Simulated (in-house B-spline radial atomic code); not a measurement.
Settings and results of a run for the argon ion Ar⁷⁺. Method: non-relativistic BLYP, spin-polarised, spherical fractional occupations, point nucleus. Calculated with an all-electron radial atomic-structure program (B-spline basis).

Command:
```bash
python run_scf.py task.json out
```
Settings:
```
Z                18
configuration    [Ne] 3s1
hamiltonian      nr
method           b88,lyp
spin_polarised   True
```

Output (hartree, bohr):
```
 radial grid: 42 intervals, B-splines of order 8, outer radius 8.961 bohr

 iter        energy (Eh)    residual
    1        -504.247820    9.89e-01
    2        -510.857270    3.31e-01
    3        -511.558542    1.13e-01
    4        -511.648317    3.86e-02
    5        -511.658770    1.29e-02
    6        -511.660113    8.42e-05
    7        -511.660113    4.42e-06
    8        -511.660113    3.77e-08

 total energy                      -511.66011
 kinetic                             511.2487
 electron-nucleus                  -1157.9681
 Hartree                             162.2705
 exchange-correlation                -27.2112

 orbital      occ     eigenvalue          <r>       <r^2>       <1/r>       r_max
 1s up      1.000      -119.6088    0.0861653  0.00997334     17.5513     0.05652
 1s down    1.000      -119.5934    0.0861692  0.00997399     17.5503     0.05653
 2s up      1.000       -15.8952     0.412635    0.201577      3.5558       0.339
 2s down    1.000       -15.8754     0.412385     0.20124     3.55672      0.3391
 2p up      3.000       -13.5527     0.372122    0.171395     3.48134      0.2792
 2p down    3.000       -13.5334     0.371788    0.170975     3.48294      0.2792
 3s up      1.000        -4.9822      1.15373      1.5113     1.22456       1.058

 Slater integrals (Eh)
   F0(2p up,2p up)               2.459889
   F2(2p up,2p up)               1.147936
   F0(2p up,2p down)             2.460730
   F2(2p up,2p down)             1.148482
   F0(2p up,3s up)               1.022813
   G1(2p up,3s up)               0.095278
   F0(2p down,2p down)           2.461570
   F2(2p down,2p down)           1.149029
   F0(2p down,3s up)             1.022912
   F0(3s up,3s up)               0.778271
```

Time taken, with all properties: 0.13 s on 1 thread of Arm Neoverse N1, with other jobs on the host.
